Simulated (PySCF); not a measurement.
## Fractional electron number in Ta (tantalum, neutral)

The 6s beta orbital of [Xe] 4f14 5d3 6s2 is emptied in steps (occupation f), with all orbitals relaxed, ending at [Xe] 4f14 5d3 6s1. Calculation: PySCF 2.14, in def2-TZVP with the def2 core potential (60 electrons); scalar relativity through the core potential. The exact energy is a straight line in f; departures are measured from the line between the end points of the same method.

| f | UHF (eV) | LDA (eV) | PBE (eV) |
| --- | --- | --- | --- |
| 1 | 0.000 | 0.000 | 0.000 |
| 0.8 | 0.030 | -0.443 | -0.426 |
| 0.6 | 0.042 | -0.667 | -0.642 |
| 0.4 | 0.041 | -0.669 | -0.645 |
| 0.2 | 0.026 | -0.446 | -0.428 |
| 0 | 0.000 | 0.000 | 0.000 |

Task: For LDA, how does the orbital energy at f = 1 compare with the removal energy?

Result: −ε = 4.852 eV against a total-energy difference of 7.612 eV. By Janak's theorem ε = ∂E/∂f, so the gap between them reflects the curvature. Along the path −ε is 5.943 (f = 0.8), 7.047 (f = 0.6), 8.163 (f = 0.4), 9.287 (f = 0.2) eV.

```
method  E(f=0) − E(f=1) (eV)  −ε at f=1 (eV)  −ε at f=0.4 (eV)
   UHF                 5.723           5.917             5.681
   LDA                 7.612           4.852             8.163
   PBE                 7.222           4.573             7.751
```

Reference removal energy between the ground levels: 7.550 eV (measured; NIST Atomic Spectra Database, ionization energies). The calculation has no spin-orbit coupling. UHF lacks correlation.
